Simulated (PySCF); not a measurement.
Radial density of B⁺ (boron, charge +1)

UHF, [He] 2s2, closed-shell 1S. Computed with PySCF 2.14 in aug-cc-pVDZ (4s3p2d, 23 functions), with no relativity, point nucleus.

| r (bohr) | 4πr²ρ (e/bohr) |
| --- | --- |
| 0.00670 | 0.03801 |
| 0.0113 | 0.1032 |
| 0.0190 | 0.2695 |
| 0.0319 | 0.6719 |
| 0.0536 | 1.531 |
| 0.0902 | 3.029 |
| 0.152 | 4.703 |
| 0.255 | 4.924 |
| 0.429 | 2.700 |
| 0.722 | 0.8231 |
| 1.21 | 1.119 |
| 2.04 | 0.8764 |
| 3.44 | 0.1243 |
| 5.78 | 0.001270 |
| 9.72 | 1.771e-05 |
